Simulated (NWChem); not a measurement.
System: C4H7F; SMILES C1C(C)(C1)F

```xyz
12

C      1.0575    -1.1842     0.0000
C     -0.0278    -0.1527     0.0000
F     -1.2674    -0.7321     0.0000
C      0.0770     1.1265    -0.7567
C      0.0770     1.1265     0.7567
H      0.9793    -1.8241    -0.8923
H      2.0481    -0.7087     0.0000
H      0.9793    -1.8241     0.8923
H     -0.8329     1.4719    -1.2538
H      1.0065     1.3489    -1.2883
H     -0.8329     1.4719     1.2538
H      1.0065     1.3489     1.2883
```
Atoms are numbered in this order, from 1.

Computed with NWChem. Pople sets run with spherical d functions. Coordinates come from a PBE0/def2-SVP optimisation. Isolated, static molecule.

GIAO at B3LYP/6-311G**: principal shieldings of C2 are 63.1, 72.1, 190.3 ppm; an isolated tetramethylsilane molecule has σ = 183.0 ppm at the same levels.

### Question
Find the isotropic 13C shift, its principal values, the span and the skew.

### Answer

1. σ(iso) = one third of the sum = 108.5 ppm.
2. δ = σ(reference) − σ = 74.5 ppm against tetramethylsilane.
3. δ11, δ22, δ33 = 119.9, 110.9, -7.3 ppm.
4. Span Ω = δ11 − δ33 = 127.2 ppm; skew κ = 3(δ22 − δ(iso))/Ω = 0.86.
